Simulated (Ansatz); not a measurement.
Total energies of C2H6AlN (`[CH3][AlH][CH]=N`).

Cartesian coordinates in Å:
```
C -0.8808 -1.3345 -0.7263
Al 0.4617 0.0649 -0.8366
C 0.7654 1.2261 0.7443
N 0.0455 0.9524 1.7636
H -1.6619 -1.1935 -1.4809
H -1.3519 -1.3483 0.2587
H -0.4436 -2.3205 -0.9152
H 1.3337 0.3217 -2.1451
H 1.4926 2.0557 0.7840
H 0.2394 1.5762 2.5536
```

Charge 0, multiplicity 1. All single points use the PBE0-D4/def2-TZVP geometry. It is one conformer, not always the lowest. Basis def2-TZVPP, Ansatz 0.2.0.

RPA on PBE orbitals: Hartree–Fock energy of these orbitals -375.58247 Eh, correlation -1.05102 Eh (frozen core).

| functional | energy without D4 (Eh) | D4 term (kJ/mol) |
| --- | --- | --- |
| LDA (SPW92) | -374.76009 | – |
| PBE | -376.71134 | -15.6 |
| r2SCAN | -376.91723 | -3.9 |
| B97M-V | -376.96612 | – |
| PBE0 | -376.74725 | -13.2 |
| B3LYP | -377.06131 | -25.1 |
| r2SCAN0 | -376.89590 | -4.6 |
| BHLYP | -376.94641 | -19.4 |
| CAM-B3LYP | -376.96281 | -13.4 |
| LC-ωPBE | -376.85442 | – |
| ωB97X-V | -376.94667 | – |
| ωB97M-V | -376.94604 | – |
| B2PLYP | -376.79418 | – |
| PBE-QIDH | -376.63741 | – |

Task: Give the same for revPBE, BLYP, r2SCANh, HSE06 (plane-wave form). (Best estimate.)

Result: Ansatz gave: 
| functional | energy without D4 (Eh) | D4 term (kJ/mol) |
| --- | --- | --- |
| revPBE | -376.93701 | -47.4 |
| BLYP | -376.97667 | -34.1 |
| r2SCANh | -376.90836 | -4.1 |
| HSE06 (plane-wave form) | -376.73335 | -12.3 |

B3LYP takes the VWN-RPA correlation (the form of Gaussian; ORCA's B3LYP/G). HSE06 is the plane-wave form, built on full-range PBE exchange. The double hybrids freeze the cores in their second-order part.

LC-ωPBE has ω = 0.4 bohr⁻¹.
